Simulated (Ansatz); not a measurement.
Relaxation of C$_{2}$H$_{7}$InO (11 atoms, charge 0, multiplicity 1), to a largest force component of 0.03 eV/Å in at most 50 steps.

The calculation used UHF/def2-SVP in Ansatz.

```xyz
11
Properties=species:S:1:pos:R:3:forces:R:3
In -0.194 -0.712 -0.409 -0.58 -1.21 0.14
H 2.335 -0.005 -1.936 0.11 -2.07 -0.66
O -0.417 1.804 0.334 0.02 -0.01 -0.01
C 0.526 1.388 -0.432 0.03 1.29 0.26
H 2.366 0.671 -1.769 0.45 2.00 0.27
C -1.511 -1.455 1.209 -0.01 0.00 0.02
H 1.534 1.324 -0.004 -0.02 0.00 -0.02
H 0.527 1.714 -1.477 0.00 -0.01 0.01
H -0.900 -1.640 2.097 -0.01 0.00 -0.01
H -2.006 -2.386 0.929 0.00 0.00 0.00
H -2.260 -0.703 1.458 0.00 0.00 -0.01
```

Where does it end, and by what steps?

It converged. After 38 steps the energy has fallen by 1.481 eV; O3 moved furthest, 1.49 Å. Parted: In1–C4.

| step | energy less start (eV) | largest force component (eV/Å) | accepted |
| --- | --- | --- | --- |
| 0 | 0.0000 | 2.068 | yes |
| 2 | -0.3615 | 1.066 | yes |
| 4 | -0.8284 | 1.927 | yes |
| 6 | -1.1816 | 1.147 | yes |
| 8 | -1.2355 | 2.247 | yes |
| 10 | -1.3855 | 0.132 | yes |
| 12 | -1.3968 | 0.459 | no |
| 14 | -1.4155 | 0.080 | yes |
| 16 | -1.4237 | 1.092 | yes |
| 18 | -1.3946 | 0.999 | no |
| 20 | -1.4545 | 0.423 | yes |
| 22 | -1.4576 | 0.332 | yes |
| 24 | -1.4650 | 0.220 | yes |
| 26 | -1.4684 | 0.163 | yes |
| 28 | -1.4702 | 0.212 | yes |
| 30 | -1.4747 | 0.275 | yes |
| 32 | -1.4782 | 0.084 | yes |
| 34 | -1.4726 | 0.511 | no |
| 36 | -1.4800 | 0.101 | yes |
| 38 | -1.4806 | 0.029 | yes |

```xyz
11
Properties=species:S:1:pos:R:3
In -0.765 -1.903 -0.608
H 2.977 0.164 -2.502
O 0.471 0.624 0.120
C 0.565 1.768 -0.163
H 3.482 0.677 -2.704
C -1.847 -1.548 1.357
H 1.261 2.439 0.360
H -0.036 2.226 -0.963
H -1.138 -1.397 2.178
H -2.490 -2.395 1.621
H -2.481 -0.655 1.303
```

Whether the end is a true minimum wasn't checked by a vibrational analysis.

Run time: 92 s on 2 threads of Arm Neoverse V2 (shared host), peak memory 0.3 GiB.
